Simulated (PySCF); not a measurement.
C₃H₇O, multiplicity 2. Atoms are numbered in the order given.

```xyz
11

C      0.0775    -0.6277    -1.2878
C     -0.2923     0.1258     0.0000
C      0.0775    -0.6277     1.2878
O      0.1455     1.4231     0.0000
H      1.1681    -0.7765    -1.3323
H     -0.4068    -1.6159    -1.3239
H     -0.2288    -0.0439    -2.1676
H     -1.4050     0.2655     0.0000
H      1.1681    -0.7765     1.3323
H     -0.4068    -1.6159     1.3239
H     -0.2288    -0.0439     2.1676
```
Charge 0, spin multiplicity 2.

Geometry optimised at TPSSh-D3(BJ)/def2-SVP. The isomer is the one that the SMILES or the coordinates give; other isomers of the formula were not compared.

These are TDA-PBE/def2-SVPD (PySCF) values and carry that method's errors.

Vertical excitations. 

Q: Give excitation energies, oscillator strengths and character. (The exact figures need the calculation; the answer reports its results.)

A: 
```csv
state,energy (eV),λ (nm),f,main pairs
root 1,0.48,2601,0.000,β HOMO→LUMO 100 %
root 2,3.66,339,0.000,β HOMO−2→LUMO 100 %
root 3,3.74,331,0.001,"β HOMO−1→LUMO 70 %, β HOMO−3→LUMO 30 %"
root 4,4.16,298,0.025,"β HOMO−3→LUMO 69 %, β HOMO−1→LUMO 28 %"
root 5,4.44,279,0.001,β HOMO−4→LUMO 100 %
root 6,5.53,224,0.010,β HOMO−5→LUMO 100 %
root 7,5.63,220,0.000,β HOMO−6→LUMO 100 %
root 8,5.83,213,0.008,β HOMO→LUMO+1 99 %
root 9,6.21,200,0.012,α HOMO→LUMO 99 %
root 10,6.67,186,0.021,β HOMO−7→LUMO 85 %
```
Unrestricted roots are not spin-pure.
